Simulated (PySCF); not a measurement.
Input and output of an EPR job on `[H]/N=C1/C(F)=CC[C@@H]1[CH2]` [radical].

Method: UKS B3LYP, pcH-1 on C F H N, non-relativistic, mean-field spin-orbit, GIAO in PySCF.

Input of the driver that calls PySCF (job settings, then Cartesian coordinates in Å):

```
{"job": {"kind": "epr", "basis": "pcH-1"}, "charge": 0, "multiplicity": 2}
C     -1.4019    -0.8019    -0.7940
C     -0.4734    -0.6344     0.3266
C      0.9714    -1.0455    -0.0122
C      1.6721     0.2374    -0.3189
C      0.9004     1.2859    -0.0379
F      1.2552     2.5667    -0.1724
C     -0.3962     0.9042     0.5135
N     -1.2228     1.7091     1.0049
H     -1.0465    -0.6845    -1.7997
H     -2.4612    -0.7513    -0.6276
H     -0.8525    -1.0998     1.2401
H      1.0041    -1.7325    -0.8589
H      1.4512    -1.5441     0.8340
H      2.6748     0.2782    -0.7046
H     -2.0789     1.3205     1.3851
```

Output:

```
UKS, coarse grid
  cycle   1  E = -387.28067610  |g| = 4.50e-01
  cycle   2  E = -387.15986001  |g| = 7.31e-01
  cycle   3  E = -387.35657499  |g| = 1.31e-01
  cycle   4  E = -387.36364971  |g| = 5.49e-02
  cycle   5  E = -387.36491526  |g| = 2.12e-02
  cycle   6  E = -387.36513488  |g| = 5.58e-03
  cycle   7  E = -387.36515223  |g| = 2.69e-03
  cycle   8  E = -387.36515633  |g| = 1.04e-03
  cycle   9  E = -387.36515672  |g| = 3.84e-04
UKS, final grid
  cycle   1  E = -387.36517097  |g| = 4.88e-04
  cycle   2  E = -387.36517088  |g| = 7.36e-04
  cycle   3  E = -387.36517109  |g| = 1.06e-04
  cycle   4  E = -387.36517110  |g| = 5.63e-05
  cycle   5  E = -387.36517111  |g| = 4.48e-05
  cycle   6  E = -387.36517111  |g| = 1.75e-05
E = -387.36517111 Eh   <S^2> = 0.7543 (exact 0.7500)
g shifts (ppm)      1          2          3
  rmc          -151       -151       -151
  gc             11         38         20
  oz_so          56        637        844
  total         -84        524        713
hyperfine (MHz)  atom isotope    a_iso     a_fc   dipolar eigenvalues
    0   13C     103.83     103.83    -79.33    -78.57    157.90
    1   13C     -29.31     -29.31     -2.80      0.46      2.34
    2   13C      18.08      18.08     -2.36     -2.12      4.49
    3   13C      -2.12      -2.12     -1.58      0.14      1.44
    4   13C       7.58       7.58     -1.75     -0.59      2.33
    5   19F      16.33      16.33    -10.15     -5.82     15.97
    6   13C      71.30      71.30     -8.93     -5.90     14.83
    7   14N       5.93       5.93     -2.93     -2.08      5.02
    8    1H     -57.84     -57.84    -38.04     -0.47     38.51
    9    1H     -57.59     -57.59    -37.96     -0.46     38.42
   10    1H      40.16      40.16     -5.09     -4.18      9.27
   11    1H      -3.35      -3.35     -4.66     -2.71      7.38
   12    1H       1.57       1.57     -2.00     -1.77      3.77
   13    1H       0.43       0.43     -1.02     -0.57      1.59
   14    1H       4.27       4.27     -2.57     -0.23      2.81
```

Atoms in this output count from 0. The g shifts stand along the tensor's principal axes 1 to 3: rmc is the relativistic mass correction, gc the gauge correction, oz_so the orbital-Zeeman/spin–orbit term. a_fc is the Fermi-contact part of a_iso, which also holds a spin–orbit part where one was computed. The run used 270 basis functions and 15 SCF iterations in all.

The run took 60 s wall (grids of density and orbitals included) on one thread, Arm Neoverse V2 (aarch64) (shared host), and the process peaked at 1.1 GiB of memory.

Task: Where does the spin sit (Mulliken spin populations, atoms from 0)?

Result: 0 C +1.05, 1 C -0.08, 7 N +0.05, 9 H -0.04, 8 H -0.04, 6 C +0.03, 10 H +0.02, 4 C +0.02. Over all atoms they add up to 1.

Isolated species at its GFN2-xTB geometry (one conformer only).
Labels such as C1 count atoms from 1, the log's own numbers from 0.
